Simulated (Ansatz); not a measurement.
Basis-set series for `[SiH3][Al]1[NH][GeH2]1`. The species carries charge 0 and has multiplicity 1. Geometry: relaxed with PBE0-D4/def2-TZVP.

```xyz
10

Si   -1.2404    1.9988    0.8292
Al    0.0579    0.1050   -0.0172
N     0.0042   -1.6416   -0.1148
Ge    1.6625   -1.3205   -1.0119
H    -2.3368    1.5465    1.7287
H    -0.3584    2.9296    1.5847
H    -1.8399    2.7489   -0.3088
H    -0.4504   -2.5203    0.0736
H     2.8528   -2.0024   -0.2955
H     1.6485   -1.8441   -2.4680
```

| functional | basis | functions | energy (Eh) | HOMO (eV) | LUMO (eV) |
| --- | --- | --- | --- | --- | --- |
| PBE0-D4 | def2-TZVPP | 247 | -2666.76167 | -6.41 | -1.45 |
| PBE0-D4 | def2-QZVPP | 466 | -2666.82690 | -6.43 | -1.49 |
| ωB97M-V | def2-TZVPP | 247 | -2667.12919 | -8.31 | 0.24 |
| ωB97M-V | def2-QZVPP | 466 | -2667.19235 | -8.33 | 0.11 |

(1) Give the rows for def2-SVP. (Estimate.)

## Answers

(1) The calculation gave: 
```json
{"functional": "PBE0-D4", "basis": "def2-SVP", "functions": "112", "energy (Eh)": "-2666.24483", "HOMO (eV)": "-6.41", "LUMO (eV)": "-1.32"}
{"functional": "ωB97M-V", "basis": "def2-SVP", "functions": "112", "energy (Eh)": "-2666.61039", "HOMO (eV)": "-8.28", "LUMO (eV)": "0.45"}
```

Positive LUMOs are unbound and depend on the basis. Scalar relativity is left out up to krypton.

Computed with Ansatz.
